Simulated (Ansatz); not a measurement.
Harmonic frequencies (cm⁻¹) at PBE0-D4/def2-TZVP from Ansatz: 37, 99, 127, 176, 242, 272, 354, 418, 442, 610, 671, 716, 750, 824, 841, 865, 886, 912, 935, 955, 1276, 1451, 1453, 2196, 2208, 2210, 3057, 3143, 3146, 3911.

Each molecule was computed in one conformer, which needn't be the lowest.

Which molecule is it?
A. `C[Si](O)(F)[SiH3]`
B. `C[SiH2][SiH](O)F`
C. `C[SiH](F)[SiH2]O`
D. `C[SiH2]O[SiH2]F`

B.
